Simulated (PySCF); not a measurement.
Geometries of 2 isomers of CH7FSeSi2, from PySCF 2.14.0, PBE0-D3(BJ)/def2-SVP geometry optimisation, gas phase. One conformer each, no zero-point energy, no frequencies.

**Question.** Which isomer lies lower at this level?
A.
```xyz
12
angstrom
F     -0.528   -1.646    0.190
C     -1.324   -0.781    0.921
Si    -1.126    0.977    0.228
Se     1.027    1.688    0.444
Si     2.039   -0.053   -0.658
H     -1.023   -0.825    1.982
H     -2.373   -1.119    0.852
H     -1.555    0.978   -1.201
H     -1.966    1.921    1.023
H      3.350    0.500   -1.106
H      2.282   -1.213    0.243
H      1.227   -0.462   -1.839
```
B.
```xyz
12
angstrom
F      0.978    1.848   -0.607
C      0.483    0.704    0.033
Si     1.811   -0.658   -0.080
Si    -1.190    0.309   -0.775
Se    -2.175   -1.501    0.209
H      0.314    0.946    1.100
H      1.978   -1.062   -1.507
H      1.405   -1.839    0.736
H      3.099   -0.105    0.432
H     -0.982   -0.083   -2.198
H     -2.065    1.514   -0.691
H     -2.467   -0.765    1.450
```

**Answer.** A. That is `FC[SiH2][Se][SiH3]`, 18.9 kcal/mol below the other.

| SMILES | atoms numbered as above | E (Eh) | relative (kcal/mol) | relative (kJ/mol) | dipole (D) |
| --- | --- | --- | --- | --- | --- |
| FC[SiH2][Se][SiH3] | [F:1][CH2:2][SiH2:3][Se:4][SiH3:5] | -3121.48166 | 0.0 | 0.0 | 1.63 |
| F[C@H]([SiH3])[SiH2][SeH] | [F:1][C@H:2]([SiH3:3])[SiH2:4][SeH:5] | -3121.45146 | 18.9 | 79.3 | 1.24 |
